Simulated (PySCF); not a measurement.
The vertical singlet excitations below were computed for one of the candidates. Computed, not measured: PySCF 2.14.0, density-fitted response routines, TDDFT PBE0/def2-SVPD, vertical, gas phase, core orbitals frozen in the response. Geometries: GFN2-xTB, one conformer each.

| state | E (eV) | f | main configurations (H = HOMO, L = LUMO) |
| --- | --- | --- | --- |
| S1 | 3.93 | 0.0014 | H→L (99%) |
| S2 | 5.12 | 0.046 | H-1→L (79%), H→L+1 (14%) |
| S3 | 5.74 | 0.106 | H-2→L (42%), H→L+1 (38%), H-1→L (13%) |
| S4 | 6.00 | 0.0002 | H-1→L+1 (79%), H-3→L (16%) |
| S5 | 6.03 | 0.0004 | H-3→L (82%), H-1→L+1 (15%) |
| S6 | 6.22 | 0.057 | H-2→L (47%), H→L+1 (41%) |
| S7 | 6.29 | 0.0020 | H→L+3 (95%) |
| S8 | 6.71 | 0.0038 | H→L+2 (94%) |

Triplets computed (Tamm–Dancoff): 3.24, 3.54, 4.44 eV.

Orbital energies (eV): HOMO-3 -9.59, HOMO-2 -8.68, HOMO-1 -7.80, HOMO -7.45, LUMO -1.83, LUMO+1 -0.36, LUMO+2 0.23.

Task: Which candidate is it?
A. `CC(=S)[C@H]1[C@@H]2C[C@@H]21`
B. `CC1=C([SiH3])SN=N1`
C. `N#C[Si]1(C#N)[SiH2]C[SiH2]1`
D. `[Si@H](C#C)([SiH3])[SiH2][SiH3]`

Result: B. Its S1 lies at 3.93 eV; the nearest of the others has S1 at 4.90 eV. S1 is HOMO→LUMO (99%). Löwdin shares by element: HOMO nitrogen 73%, sulfur 14%, carbon 8% or more; LUMO nitrogen 36%, sulfur 23%, carbon 21% or more (atoms not listed hold the other 21%). At the same level the other candidates give, for their lowest levels:
- `C#C[Si@@H]([SiH3])[SiH2][SiH3]`: 5.82 eV (f 0.007); 6.04 eV (f 0.029); 6.10 eV (f 0.027); 6.20 eV (f 0.116); 6.40 eV (f 0.013); T1 4.88 eV; HOMO -7.75, LUMO -0.66 eV
- `N#C[Si]1(C#N)[SiH2]C[SiH2]1`: 4.90 eV (f 0.000); 5.74 eV (f 0.022); 5.76 eV (f 0.075); 5.90 eV (f 0.000); 5.94 eV (f 0.233); T1 4.30 eV; HOMO -8.43, LUMO -2.21 eV
- `CC(=S)[C@H]1[C@@H]2C[C@@H]21`: 2.55 eV (f 0.000); 4.52 eV (f 0.002); 5.19 eV (f 0.218); 5.97 eV (f 0.046); 6.37 eV (f 0.013); T1 2.09 eV; HOMO -6.26, LUMO -1.98 eV
